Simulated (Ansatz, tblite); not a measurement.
Removing and adding an electron: B8P8H22, a nanocrystal cut from wurtzite BP (hydrogen-capped). The state is a singlet with charge 0. Geometry: PBE-D4/def2-SVP. Ansatz, gas phase; energy differences of separate SCF runs; the oxidised species was run as a doublet alone; the reduced species was run as a doublet alone.

Cartesian coordinates in Å:
```
B 1.668 0.720 -3.202
P 2.299 1.993 -1.849
P 0.230 -0.262 -2.303
B 0.871 -1.262 -0.745
B 1.379 1.925 -0.130
P 1.523 0.090 0.561
P -0.557 -2.256 0.154
B 0.095 -3.262 1.703
B 0.603 -0.042 2.293
P 0.771 -1.881 2.923
B -1.241 0.941 -1.809
P -0.543 2.203 -0.438
P -2.622 -0.131 -0.946
B -2.033 -1.064 0.660
B -1.544 2.143 1.245
P -1.290 0.311 1.892
H 2.577 -0.052 -3.474
H 1.217 1.339 -4.156
H 3.706 1.879 -1.622
H 2.249 3.342 -2.318
H -0.293 -1.214 -3.234
H 1.783 -2.012 -1.062
H 1.815 2.732 0.674
H 2.910 -0.165 0.798
H -1.076 -3.200 -0.788
H 1.027 -3.977 1.359
H -0.833 -3.851 2.240
H 1.042 0.773 3.087
H 2.130 -2.116 3.297
H 0.159 -1.959 4.212
H -1.681 1.528 -2.785
H -0.677 3.510 -0.998
H -3.129 -1.084 -1.883
H -3.804 0.632 -0.706
H -2.949 -1.685 1.174
H -1.048 2.928 2.041
H -2.735 2.323 1.010
H -1.998 0.164 3.124
```

The xTB rows come from tblite. Single mean-field runs in def2-TZVP are fitted with def2-universal-jkfit. HOMO above LUMO, or a gap near zero within one spin, warns that the state may not be the lowest or that an electron is smeared out.

```
            level  −HOMO (eV)  vertical IE (eV)  −LUMO (eV)  vertical EA (eV)  HOMO–LUMO gap (eV)  IE − EA (eV)                                                                   remarks
 PBE-D4/def2-TZVP        6.11              8.00        1.72              0.21                4.39          7.79  HOMO above zero (-1 doublet), gap within one spin near zero (+1 doublet)
PBE0-D4/def2-TZVP        7.14              8.44        0.93             -0.06                6.21          8.50                                              HOMO above zero (-1 doublet)
```

Task: Estimate the rows for GFN1-xTB, GFN2-xTB.

Result: 
```json
{"level": "GFN1-xTB", "−HOMO (eV)": "10.55", "vertical IE (eV)": "12.37", "−LUMO (eV)": "5.48", "vertical EA (eV)": "3.56", "HOMO–LUMO gap (eV)": "5.07", "IE − EA (eV)": "8.81"}
{"level": "GFN2-xTB", "−HOMO (eV)": "9.79", "vertical IE (eV)": "11.48", "−LUMO (eV)": "5.37", "vertical EA (eV)": "3.84", "HOMO–LUMO gap (eV)": "4.42", "IE − EA (eV)": "7.65"}
```

   A HOMO above zero means that the electron is unbound at that level or that self-interaction error raises the level; the energy of removing that electron tells which. Raw xTB energy differences between charge states are shifted by several eV; the methods need an empirical correction for them. Sets without diffuse functions give affinities that are too small. A negative affinity means that the extra electron isn't bound; its size then hangs on the basis.
